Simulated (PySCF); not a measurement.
# Vertical excitation energies

Compound: C₅H₉ClSi.
SMILES with atom numbers: `[CH3:1][CH2:2][C:3]1=[CH:4][C@@H:5]([Cl:6])[SiH2:7]1` (hydrogens: H8, H9, H10 on C1; H11, H12 on C2; H13 on C4; H14 on C5; H15, H16 on Si7)

Computed, not measured: TDDFT CAM-B3LYP/def2-SVPD, vertical, gas phase, core orbitals frozen in the response (PySCF 2.14.0, density-fitted response routines). Geometry: GFN2-xTB, one conformer, isolated molecule. Torsions of this conformer, `[CH3:1][CH2:2][C:3]1=[CH:4][C@@H:5]([Cl:6])[SiH2:7]1`: C1–C2–C3–C4 124°.

| state | λ (nm) | E (eV) | f | main configurations (H = HOMO, L = LUMO) |
| --- | --- | --- | --- | --- |
| S1 | 204.3 | 6.07 | 0.0095 | H→L (50%), H→L+1 (20%), H-1→L (15%) |
| S2 | 194.6 | 6.37 | 0.0024 | H→L+1 (38%), H→L (33%), H-1→L (10%) |
| S3 | 187.7 | 6.61 | 0.025 | H-2→L (34%), H→L+1 (21%), H-2→L+1 (14%) |
| S4 | 183.9 | 6.74 | 0.084 | H-1→L+1 (65%), H-2→L+1 (13%) |
| S5 | 181.2 | 6.84 | 0.155 | H-1→L (44%), H-1→L+1 (14%), H→L+1 (8%) |
| S6 | 175.6 | 7.06 | 0.050 | H-2→L (27%), H-3→L (23%), H-3→L+1 (12%) |
| S7 | 175.2 | 7.08 | 0.0013 | H→L+3 (49%), H→L+4 (9%) |
| S8 | 170.9 | 7.25 | 0.046 | H-2→L+1 (46%), H-3→L (19%), H-2→L (12%) |

Triplets (Tamm–Dancoff): T1 4.31 eV, H→L (29%), H→L+1 (20%), H-1→L (19%); T2 5.72 eV, H→L (33%), H-1→L (31%); T3 5.99 eV, H→L+1 (29%), H-1→L+1 (15%), H-2→L (11%).

The lowest singlet lies at 6.07 eV (204 nm, ultraviolet) and is weak; its leading configuration is HOMO→LUMO (50%). The most intense listed level is S5 at 6.84 eV (181 nm, f = 0.155), 0.78 eV above S1. Löwdin shares by element: HOMO carbon 46% or more, chlorine 30% (atoms not listed hold the other 24%); LUMO carbon 32% or more, silicon 16%, chlorine 11% (atoms not listed hold the other 40%). Weighted by f, the mean energy of these states is 6.86 eV. The listed states span 1.19 eV, and the widest gap between neighbours is 0.30 eV (S1 to S2). Orbital energies (eV): HOMO-3 -10.14, HOMO-2 -9.57, HOMO-1 -9.11, HOMO -8.78, LUMO 0.65, LUMO+1 0.74, LUMO+2 1.20. No computed singlet lies in the visible range (380 to 750 nm); the lowest, at 204 nm, stands 2.80 eV above its violet end (3.26 eV). The window holds the lowest 8 singlets.

Hardware: an Arm Neoverse N1 with one thread, no GPU (shared host). Cost: 96 s of wall time (grids of density and orbitals included), 1.1 GiB resident at most.
